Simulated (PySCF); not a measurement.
**Ionisation energy of F⁺ by level of theory**

F⁺ [He] 2s2 2p4 [2p1/2^2 2p3/2^2, M_J = 2] → F²⁺ [He] 2s2 2p3 [2p1/2^2 2p3/2^1, M_J = 3/2], as a difference of total energies. All numbers are calculated (PySCF 2.14, the two-component X2C-1e Hamiltonian, in x2c-QZVPPall-2c). Correlated levels: 1s2 frozen; the 2 highest virtual spinors dropped. "Screened" scales the spin-orbit matrix elements by Boettger's factors to mimic the two-electron term; Breit and QED terms are absent.

Task: Order these methods by the ionisation energy they give, lowest first.
A. GMP2 (spin-free)
B. GHF (screened spin-orbit)
C. GHF (spin-free)
D. GMP2 (screened spin-orbit)

Result: C (33.272 eV), B (33.294 eV), A (34.727 eV), D (34.749 eV).

Errors of the correlated levels include the incompleteness of this basis and the frozen core.

The labels give the starting determinants; with spin-orbit coupling the two ends relaxed to ⟨J²⟩ = 6.01, ⟨L²⟩ = 2.00, ⟨S²⟩ = 2.00 and ⟨J²⟩ = 3.75, ⟨L²⟩ = 0.00, ⟨S²⟩ = 3.75.

For comparison: 34.971 eV (measured; NIST Atomic Spectra Database, ionization energies).
